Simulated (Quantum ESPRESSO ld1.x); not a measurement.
One sound ld1.x (Quantum ESPRESSO 7.5) input for neutral silicon gives E = -289.299 hartree in 36 iterations:

```
 &input
    zed=14.0,
    iswitch=1,
    rel=1,
    dft='PBESOL',
    config='[Ne] 3s2 3p2',
    prefix='ld1',
    max_out_wfc=37,
    file_charge='ld1.rho',
 /
```

Changed or added lines, one case at a time, and what came of them:

- config='[Ne] 3s2 3p2 5g1': refused. The program stops in el_config with "l not found:G": the config string knows s, p, d and f alone.
- dft='B3LPY': silently wrong. The misspelt name is read as B3LYP (index line 7 12 9 7), and as for B3LYP no exact exchange is computed, so the numbers are not those of the hybrid.
- tr2=1e-1: inaccurate. The cycle stops early, after 6 iterations, and the energy is off by +0.383 hartree against the sound run.
- iswitch=5: refused. The program stops in ld1_readin with "wrong iswitch": iswitch takes 1 to 4.
- config='[Ne] 3s2 3p': refused. The program stops in el_config with "no occupancy field?": each term needs its occupation.
- atom='Jo' (without zed): crashed. The symbol names no element; the program warns, takes a nuclear charge of zero and dies without a result.
- dft='HF': refused. The program stops in ld1_setup with "HF not implemented yet": ld1.x has no Hartree-Fock; KLI and OEP are its exact-exchange options.
